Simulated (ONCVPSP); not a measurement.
## scandium, ONCV: configuration errors across variants

- Element: scandium
- Generator: ONCVPSP 4.0.1
- Type: optimised norm-conserving Vanderbilt (ONCV)
- Functional: PBE
- Relativity: scalar-relativistic
- Frozen core: [Ne]
- Valence charge: 11
- Reference configuration: 3s2 3p6 3d1 4s2
- Partial waves: 3s+4s: rc 1.50 bohr, ncon 4, nbas 7, qcut 8.2 1/bohr, 2 projectors; 3p: rc 1.50 bohr, ncon 4, nbas 8, qcut 8.4 1/bohr, 2 projectors, debl 2.1 Ha; 3d: rc 2.60 bohr, ncon 3, nbas 7, qcut 6.2 1/bohr, 2 projectors, debl 2.2 Ha; f scattering state at 0.15 Ha: rc 2.50 bohr, ncon 4, nbas 8, qcut 4.1 1/bohr, 2 projectors, debl 3.1 Ha
- Local potential: polynomial inside 1.40 bohr (lpopt 5, dvloc0 0 Ha)
- Core correction: Teter function, fcfact 2.75, rcfact 1.35

All-electron excitation energies from the reference (eV): (1) 3s2 3p6 3d1 4s1 6.897; (2) 3s2 3p6 3d1 4s0 19.665; (3) 3s2 3p6 3d1 4s0 4p2 5.674.

Errors AE − PS in meV (a dash: test not solved or not reliable):

| change | (1) | (2) | (3) | bound ghosts | GHOST(+) flags above zero |
| --- | --- | --- | --- | --- | --- |
| base | -0.6 | -7.8 | -1.3 | none | f |
| f: rc 1.98 | -0.6 | -7.8 | -1.3 | none | none |
| local potential polynomial inside 1.30 bohr (lpopt 5, dvloc0 2 Ha) | -0.6 | -7.9 | -1.4 | none | none |
| d: rc 3.74 | -3.2 | -42 | -5.4 | none | f |
| d: qcut 4.2 | -2.8 | -30 | -5.3 | none | f |
| local potential polynomial inside 1.40 bohr (lpopt 5, dvloc0 8 Ha) | -0.6 | -8.1 | -1.5 | none | s |
| p: qcut 11.7 | -0.6 | -7.8 | -1.4 | none | f |
| p: debl 2.2 | -0.6 | -7.8 | -1.3 | none | f |

Task: Give the same row for: core correction Teter function, fcfact 2.75, rcfact 1.22.

Result: -0.6, -7.7, -1.3; bound ghosts: none; GHOST(+) flags above zero: f.
